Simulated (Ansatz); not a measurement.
Ansatz results at the PBE0-D4/def2-TZVP geometry: HOMO–LUMO gap (B3LYP/def2-TZVPP) 6.04 eV; HOMO energy (ωB97M-V/def2-TZVPP) -8.64 eV; LUMO energy (B3LYP/def2-TZVPP) -0.29 eV.

Which molecule gave them?
A. `CC#CS[SiH3]`
B. `CC1[SiH2]C1=S`
C. `[F][GaH][CH2]S`
D. `C=C([SiH3])C=S`

A. The others give `CC1[SiH2]C1=S`: 3.19, -7.99, -2.48; `C=C([SiH3])C=S`: 3.32, -8.80, -3.00; `[F][GaH][CH2]S`: 5.79, -9.27, -1.14.

B3LYP here is the variant with VWN-RPA as its local correlation; programs differ in this.
